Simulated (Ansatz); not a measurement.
Ansatz (a program for electronic structure) job for Al(Me)(PH2)2 (CH7AlP2), SMILES [CH3][Al]([PH2])[PH2], PBE/def2-SVPD. Geometry optimised at TPSSh-D3(BJ)/def2-SVP. The structure was generated by enumeration; whether it is a known compound was not checked. Other conformers were not sampled.

Ansatz 0.2 input:
```yaml
crystal:
  periodic: [false, false, false]
  atoms:
    - {symbol: Al, position_ang: [0.34064839, -0.15115149, -0.13853219]}
    - {symbol: C, position_ang: [2.12748055, -0.67045734, -0.76981835]}
    - {symbol: H, position_ang: [2.07921441, -1.64049313, -1.29854423]}
    - {symbol: H, position_ang: [2.85001080, -0.78702681, 0.05542971]}
    - {symbol: H, position_ang: [2.53817527, 0.06189853, -1.48617186]}
    - {symbol: P, position_ang: [-0.26436172, -0.42567323, 2.10650656]}
    - {symbol: H, position_ang: [0.24714758, -1.75418563, 2.21068455]}
    - {symbol: H, position_ang: [-1.60996317, -0.82372015, 1.85229231]}
    - {symbol: P, position_ang: [-1.08050065, 1.10446468, -1.51237326]}
    - {symbol: H, position_ang: [-2.28002968, 0.42723724, -1.14305157]}
    - {symbol: H, position_ang: [-0.84493187, 0.32213179, -2.68281002]}
basis:
  gaussian:
    orbitals: def2-SVPD
hamiltonian:
  xc: {name: PBE}
```

Output:

```
Functional definition: PBE
integrals: 0.09 GiB planned
1312 factors; their error is unknown
mean field: 0.52 GiB planned
mean field evaluation 1: about -26295.0045 eV, gradient 5.8e1 eV
mean field evaluation 2: about -26280.5189 eV, gradient 8.3e1 eV
mean field evaluation 4: about -26303.6178 eV, gradient 6.9e0 eV
mean field evaluation 8: about -26303.7954 eV, gradient 1.6e-1 eV
mean field evaluation 16: about -26303.7352 eV, gradient 1.7e-4 eV
mean field -26303.73519925 eV, -966.6444392603 hartree, gradient 3.9e-5 eV, S^2 0.000000; 0 other end points of the search recorded, 0 dependent functions left out
reference -26303.73525793 eV, -966.6444414167 hartree; 28, 28 occupied and 120, 120 virtual orbitals, 1312 factors
Total energy: -26303.73525793 eV, -966.6444414167 hartree
```

The run converged.

Cost: around 6 core-seconds (rough).
